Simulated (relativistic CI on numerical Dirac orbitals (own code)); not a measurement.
Energy levels of Nd¹⁸⁺

These numbers are calculated, not measured: Dirac-Coulomb-Breit CI, KLI orbitals optimised for each configuration, QED by a radiative potential, unscaled Slater integrals (own radial code, finite nucleus).

CI space (outside the closed core [Ar] 3d10): 4s2 4p6 4d6, 4s2 4p5 4d7, 4s2 4p6 4d5 4f, 4s2 4p4 4d8, 4s 4p6 4d7, 4s2 4p6 4d5 5s, 4p6 4d8, 4s2 4p6 4d5 5p, 4s 4p6 4d6 4f, 4s2 4p6 4d5 5d, 4s2 4p6 4d4 5s2, 4s2 4p6 4d4 5p2, 4s2 4p6 4d5 6s, 4s2 4p6 4d5 6d. Levels of other configurations are missing.

The lowest level is 4s2 4p6 4d6 5D_4, with 71 % of that term; Hund's rules for 4s2 4p6 4d6 give 5D with J = 4, in agreement.

| No. | Configuration | Term | J | E (cm⁻¹) | % | Next component (%) | Landé g |
| --- | --- | --- | --- | --- | --- | --- | --- |
| 1 | 4s2 4p6 4d6 | 5D | 4 | 0 | 71 | 23 3F | 1.412 |
| 2 | 4s2 4p6 4d6 | 5D | 2 | 14286 | 42 | 40 3P | 1.416 |
| 3 | 4s2 4p6 4d6 | 5D | 3 | 24562 | 87 | 8 3F | 1.454 |
| 4 | 4s2 4p6 4d6 | 5D | 0 | 29823 | 60 | 28 3P |  |
| 5 | 4s2 4p6 4d6 | 5D | 1 | 32311 | 74 | 21 3P | 1.449 |
| 6 | 4s2 4p6 4d6 | 1G | 4 | 44425 | 23 | 23 3H | 1.092 |
| 7 | 4s2 4p6 4d6 | 3G | 5 | 58960 | 54 | 46 3H | 1.121 |
| 8 | 4s2 4p6 4d6 | 3H | 6 | 60401 | 81 | 19 1I | 1.133 |
| 9 | 4s2 4p6 4d6 | 5D | 2 | 63195 | 49 | 20 1D | 1.265 |
| 10 | 4s2 4p6 4d6 | 3F | 3 | 67538 | 47 | 31 3G | 1.020 |
| 11 | 4s2 4p6 4d6 | 3F | 2 | 68606 | 53 | 29 3P | 1.006 |
| 12 | 4s2 4p6 4d6 | 1S | 0 | 81738 | 55 | 32 5D |  |
| 13 | 4s2 4p6 4d6 | 3H | 4 | 85651 | 51 | 24 3F | 0.989 |
| 14 | 4s2 4p6 4d6 | 3D | 1 | 87686 | 67 | 24 3P | 0.828 |
| 15 | 4s2 4p6 4d6 | 3D | 2 | 88828 | 61 | 20 3P | 1.153 |
| 16 | 4s2 4p6 4d6 | 3G | 4 | 90875 | 48 | 26 3F | 1.095 |
| 17 | 4s2 4p6 4d6 | 3H | 5 | 96630 | 54 | 46 3G | 1.109 |
| 18 | 4s2 4p6 4d6 | 3D | 3 | 97711 | 66 | 24 3F | 1.271 |
| 19 | 4s2 4p6 4d6 | 3P | 0 | 99514 | 96 | 4 1S |  |
| 20 | 4s2 4p6 4d6 | 3G | 3 | 103181 | 39 | 31 3F | 0.941 |
| 21 | 4s2 4p6 4d6 | 1F | 3 | 108931 | 39 | 38 3F | 0.989 |
| 22 | 4s2 4p6 4d6 | 1I | 6 | 109246 | 81 | 19 3H | 1.030 |
| 23 | 4s2 4p6 4d6 | 3P | 1 | 114637 | 70 | 23 3D | 1.266 |
| 24 | 4s2 4p6 4d6 | 1D | 2 | 122457 | 48 | 25 3P | 1.052 |
| 25 | 4s2 4p6 4d6 | 1G | 4 | 124733 | 63 | 24 3F | 1.036 |
| 26 | 4s2 4p6 4d6 | 3P | 1 | 131383 | 84 | 10 5D | 1.452 |
| 27 | 4s2 4p6 4d6 | 3F | 2 | 144886 | 86 | 7 3D | 0.740 |
| 28 | 4s2 4p6 4d6 | 3F | 4 | 145289 | 73 | 12 3G | 1.181 |
| 29 | 4s2 4p6 4d6 | 3P | 2 | 167774 | 67 | 16 1D | 1.350 |
| 30 | 4s2 4p6 4d6 | 1G | 4 | 168319 | 75 | 16 3F | 1.033 |
| 31 | 4s2 4p6 4d6 | 3P | 0 | 169463 | 56 | 36 1S |  |
| 32 | 4s2 4p6 4d6 | 3F | 3 | 170672 | 52 | 29 1F | 1.065 |
| 33 | 4s2 4p6 4d6 | 1D | 2 | 198306 | 94 | 2 3D | 1.003 |
| 34 | 4s2 4p6 4d6 | 1S | 0 | 246437 | 92 | 7 3P |  |
| 35 | 4p5 4d7(4F) | 5G° | 6 | 854240 | 87 | 10 3H° | 1.313 |
| 36 | 4p5 4d7(4F) | 5F° | 5 | 874360 | 50 | 28 3G° | 1.298 |
| 37 | 4p5 4d7(4F) | 3D° | 3 | 876739 | 61 | 11 5D° | 1.295 |
| 38 | 4p5 4d7(4P) | 3P° | 0 | 884298 | 52 | 36 1S° |  |
| 39 | 4p5 4d7(4P) | 5D° | 4 | 889158 | 33 | 23 5F° | 1.372 |
| 40 | 4p5 4d7(4F) | 5G° | 5 | 895124 | 66 | 23 3G° | 1.238 |
| 41 | 4p5 4d7(2P) | 3P° | 2 | 895642 | 24 | 21 3D° | 1.279 |
| 42 | 4p5 4d7(4F) | 5D° | 3 | 903238 | 34 | 17 5P° | 1.452 |
| 43 | 4p5 4d7(2D) | 3F° | 4 | 907742 | 43 | 20 5G° | 1.266 |
| 44 | 4p5 4d7(4F) | 5D° | 1 | 907915 | 38 | 23 3P° | 1.370 |
| 45 | 4p5 4d7(4F) | 5D° | 2 | 911151 | 33 | 28 3D° | 1.314 |

Energies count from the lowest computed level; ° marks odd parity. Percentages are summed over parent terms; the parents shown are those of the largest component, closed shells are left out there.

The mean weight of the leading LS term, summed over parents, in these 45 levels is 60 %, and that of the leading jj configuration (from the same eigenvectors) 68 %.

At this charge energies of transitions that change n are usually good to better than 1 %, and those within a shell (Δn = 0) to a few per cent. Terms inside the open d or f shell come out 10 to 20 % too wide with unscaled integrals.

LS names give the leading component of a level, which can be under half, so a name can repeat, a term be missing and a line seem to break the LS rules.
